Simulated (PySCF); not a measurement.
Start geometry of `C/C(=C\[O-])[C@@H]1CC[C@@H]1C(F)(F)F` from GFN2-xTB (Å):
```
atom  x, y, z in Å
C1     1.961    0.511   -0.761
C2     1.352   -0.534    0.121
C3     2.180   -1.269    0.911
O4     3.478   -1.188    1.035
C5    -0.088   -0.824    0.112
C6    -0.934   -0.825   -1.183
C7    -2.119   -0.277   -0.404
C8    -1.183    0.160    0.735
C9    -0.958    1.640    0.748
F10   -0.746    2.173   -0.469
F11   -2.078    2.299    1.200
F12    0.037    2.052    1.534
H13    2.994    0.483   -0.672
H14    1.621    1.553   -0.479
H15    1.680    0.382   -1.822
H16    1.667   -2.037    1.547
H17   -0.240   -1.755    0.649
H18   -1.071   -1.792   -1.655
H19   -0.554   -0.123   -1.905
H20   -2.849   -1.046   -0.085
H21   -2.706    0.530   -0.891
H22   -1.508   -0.110    1.748
```

Q: What comes out of this run: PySCF 2.14.0, PBE0-D3(BJ)/def2-SVP geometry optimisation, gas phase?

A: 
```
atom  x, y, z in Å
C1     2.007    0.444   -0.768
C2     1.338   -0.587    0.091
C3     2.144   -1.499    0.780
O4     3.387   -1.589    0.827
C5    -0.126   -0.738    0.165
C6    -1.050   -0.798   -1.087
C7    -2.194   -0.183   -0.261
C8    -1.164    0.302    0.777
C9    -0.862    1.763    0.661
F10   -0.592    2.163   -0.592
F11   -1.931    2.507    1.053
F12    0.157    2.147    1.433
H13    3.079    0.189   -0.791
H14    1.926    1.485   -0.397
H15    1.636    0.464   -1.814
H16    1.524   -2.258    1.364
H17   -0.316   -1.656    0.754
H18   -1.212   -1.788   -1.544
H19   -0.703   -0.104   -1.868
H20   -2.857   -0.947    0.173
H21   -2.821    0.588   -0.736
H22   -1.409    0.143    1.840
```

The energy falls by 30.5 kJ/mol over 13 energy and gradient evaluations, the largest force component goes from 0.0799 to 3.2e-04 Eh/bohr, and the atoms move by 0.147 Å rms after alignment. The bond that changes most is C1–H13 (allylic carbon to methyl hydrogen), which lengthens by 0.065 Å. Bonds longer at the end by more than 0.005 Å: 9 of 22; shorter: 6. Among the angles that change most is C2–C5–C8, from 123.2° to 126.8°. Among the dihedrals that turn most is C3–C2–C5–C6, from -139° to -128°. Rotational constants go from 1469, 643.2, 550.5 to 1514, 624.0, 538.9 MHz. The orientation of the end geometry is arbitrary; only internal coordinates are fixed.

The run used 218 basis functions and 94 SCF cycles in all.

No frequency check.

One conformer stands for the species.
